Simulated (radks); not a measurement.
Results of a calculation; reference values are marked as such.
Species: Dy XXXII. Configuration: [Ar] 3d10 4s2 4p5.

Code: a radial shooting solver on a logarithmic mesh with Libxc functionals. Model: Dirac Kohn-Sham, BLYP, spin-unpolarised, spherical densities, finite nucleus; open shells are shared between the two j in proportion to 2j + 1; Fermi nuclear charge, rms radius 5.2218 fm.

Energy parts (eV):
total: -317326.37
kinetic: 349396.21
electron-nucleus: -738978.10
Hartree: 78272.14
exchange-correlation: -6016.62

Orbitals (lengths in bohr, moments of r in powers of bohr; <r^-3> diverges for s and p1/2):
orbital     occ.  eigenvalue (eV)  <r^-3>      <r^2>  <1/r>
1s1/2          2        -54772.69       -  0.0006095  74.55
2s1/2          2        -10093.02       -   0.009443  17.88
2p1/2          2        -9660.246       -   0.006831  17.85
2p3/2          4        -8858.686   11020   0.008051  15.63
3s1/2          2        -3111.880       -    0.06136  6.605
3p1/2          2        -2925.111       -    0.05676  6.523
3p3/2          4        -2754.202    2439    0.06326  5.961
3d3/2          4        -2437.445   414.4    0.04963  5.842
3d5/2          6        -2399.715   365.6    0.05141  5.704
4s1/2          2        -1386.000       -     0.2563  3.094
4p1/2    1.66667        -1308.477       -     0.2574  3.025
4p3/2    3.33333        -1257.217   745.2     0.2783  2.843

The highest occupied level is 4p3/2 at -1257.2 eV. The electron density at the nucleus is 7.416e+05 e/bohr^3.
